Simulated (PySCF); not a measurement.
Gas-phase reaction: 2 H2Se + Si2H6 = 2 SiSe + 5 H2. Level: ωB97M-V/def2-TZVP†; standard pressure 1 bar.

Energies from PySCF, thermal terms from the rigid-rotor harmonic-oscillator model, ideal gas at 1 bar. † marks an energy on the PBE0/def2-TZVP geometry and frequencies. All species are closed-shell singlets. Se: all electrons, no relativistic terms. The harmonic model lacks anharmonicity and excited electronic states, which grow with temperature; levels with a mode under 35 cm⁻¹ are left out. Internal rotation in Si2H6 is treated as a harmonic vibration of one conformer, which makes the entropy rough.

```csv
T (K),1000/T (1/K),log10 K
600,1.6667,4.02
800,1.2500,?
1000,1.0000,11.64
1200,0.8333,13.51
1400,0.7143,14.82
1600,0.6250,15.77
```

Task: Fit log10 K = a + b·(1000/T) to the five rows, get the mean ΔH° and ΔS°, and predict log10 K at 800 K.

Result: Means: 1000/T = 0.9679, log10 K = 11.952. Sums of products about the means: Sxy = -7.79912, Sxx = 0.689362, so b = Sxy/Sxx = -11.31 and a = 11.952 − (-11.31)×0.9679 = 22.90.
ΔH° = −R ln 10 × 1000 K × b = −19.145 × (-11.31) = 217 kJ; ΔS° = R ln 10 × a = 438 J/K. The run's own values go from 218 kJ and 440 J/K at 600 K to 199 kJ and 426 J/K at 1600 K.
Prediction at 800 K: 22.90 + (-11.31)×1.2500 = 8.76. The computed value is 8.78, 0.02 from the line.
For scale, ΔH°(298 K) is 206 kJ at this level, 272 kJ at ωB97X-V/def2-TZVP†, and runs from 125 to 300 kJ over the 19 levels computed.
